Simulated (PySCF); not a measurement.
Te(I)(NH2) (H2INTe), SMILES N[Te]I. Atoms are numbered in the order given.

```xyz
5

Te     0.3558    -1.2110     0.0000
I     -0.0768     1.5268     0.0000
N     -1.4816    -2.0354     0.0000
H     -2.0296    -1.8509     0.8393
H     -2.0296    -1.8509    -0.8393
```

Geometry optimised at r2SCAN-D4/def2-SVP. The def2 effective core potentials stand for the cores of I, Te; spin–orbit coupling is left out. Other conformers were not sampled.

Level of theory: PBE/def2-TZVPD (PySCF).

Symmetry labels are those of the subgroup Cs that the program uses (full group Cs).

Q: List the valence orbital energies around the gap with their symmetry. (The exact figures need the calculation; the answer reports its results.)

A: 
| orbital | symmetry | energy (eV) |
|---|---|---|
| HOMO−7 | A' | -15.35 |
| HOMO−6 | A" | -12.64 |
| HOMO−5 | A' | -10.32 |
| HOMO−4 | A' | -8.42 |
| HOMO−3 | A' | -7.06 |
| HOMO−2 | A" | -6.86 |
| HOMO−1 | A' | -6.47 |
| HOMO | A" | -5.24 |
| LUMO | A' | -3.32 |
| LUMO+1 | A' | -2.21 |
| LUMO+2 | A' | -0.40 |
| LUMO+3 | A' | 0.26 |
